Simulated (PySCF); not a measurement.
A structure optimised at B3LYP-D3(BJ)/def2-SVP, used in a PySCF frequency run:

```
Ti
Cl 1 2.1659
Cl 1 2.1785 2 112.47
Cl 1 2.1785 2 112.47 3 -123.78
S 1 2.2614 2 104.75 4 -118.11
H 5 1.3594 1 90.15 2 180.00
```
Charge 0, spin multiplicity 1.

### Question
Write its SMILES, formula and point group.

### Answer
[SH][Ti]([Cl])([Cl])[Cl], Cl3HSTi, Cs

### Question
What are its rotational constants (standard atomic weights)?

### Answer
1.1604, 1.1229, 1.0948 GHz
